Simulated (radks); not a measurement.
Values are calculated unless marked as measured or tabulated.
Task: Ionisation of neutral promethium, [Xe] 4f5 6s2, to Pm+, [Xe] 4f5 6s1, under several functionals. Scalar-relativistic Kohn-Sham, spin-polarised, spherical densities, finite nucleus; open shells are filled with parallel spins first (spin-orbit coupling, left out, can overturn this in heavy ions); a radial shooting solver on a logarithmic mesh with Libxc functionals. The NIST Atomic Spectra Database gives 5.582 eV (measured). Rank these functionals by the error of their Delta-SCF ionisation energy: LDA (Slater exchange, Perdew-Wang correlation); XLYP; BP86; SOGGA; Wu-Cohen GGA; BLYP; AM05; exchange-only LDA.

Result: From best to worst: XLYP 5.592 eV (+0.010); BLYP 5.540 eV (-0.042); BP86 5.661 eV (+0.080); LDA (Slater exchange, Perdew-Wang correlation) 5.729 eV (+0.147); AM05 5.434 eV (-0.147); Wu-Cohen GGA 5.418 eV (-0.164); SOGGA 5.376 eV (-0.206); exchange-only LDA 4.663 eV (-0.919). Open shells are spherical and high-spin; term and fine-structure splittings are not resolved. Spin-orbit splitting is averaged out at the scalar-relativistic level.
